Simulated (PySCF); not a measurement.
# MTe for M along the fourth-period p block

PBE0 with triple-zeta basis sets in PySCF, for the lowest determinant that a PBE0 search found; no spin–orbit coupling. De refers to high-spin ground-configuration atoms. A positive dipole means M(−)Te(+).

```
 M         basis  state (unpaired electrons)  Re (Å)  ωe (cm⁻¹)  De (eV)  μ (D)
Ge    cc-pVTZ-PP      singlet (closed shell)   2.340        333     4.34  -1.42
Se  x2c-TZVPPall              triplet (π ↑↑)   2.351        331     3.37   0.95
Br  x2c-TZVPPall               doublet (π ↑)   2.459        276     2.50   1.02
```

The shortest bond is that of GeTe (2.340 Å), the longest that of TeBr (2.459 Å). GeTe is bound most strongly (4.34 eV) and TeBr least (2.50 eV).

The rows differ in basis set, which adds steps of its own.

The state changes along the series, so neighbouring rows are not always alike in their bonding.

Spin–orbit coupling is left out, which matters for elements this heavy, above all for dissociation energies. States were picked by a PBE0 search and need not be the measured ground states.
